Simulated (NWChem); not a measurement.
System: SiH cation, singlet

Here is an NWChem input.

```
start job
memory heap 200 mb stack 900 mb global 1100 mb
charge 1
geometry units angstroms noautosym nocenter noautoz
  Si     0.000000     0.000000    -0.108545
  H      0.000000     0.000000     1.409912
end
basis spherical
  * library pcj-1
end
dft
  odft
  mult 1
  xc xpbe96 cpbe96
  iterations 150
end
property
  spinspin 1 1 2
end
task dft property
```

Low-valent species are run as closed-shell singlets; no triplet was tried in these runs. The geometry was optimised at PBE0-D3(BJ)/def2-TZVP.

Isotropic indirect couplings, all four terms, static geometry, non-relativistic.

Atoms are numbered as in the input.

Q: Predict the main results of this run. (PBE/pcJ-1.) Quantities: J(29Si atom 1, 1H atom 2) (Hz).

A: 
| Quantity | Value |
|---|---|
| J(29Si atom 1, 1H atom 2) (Hz) | 21.4 |
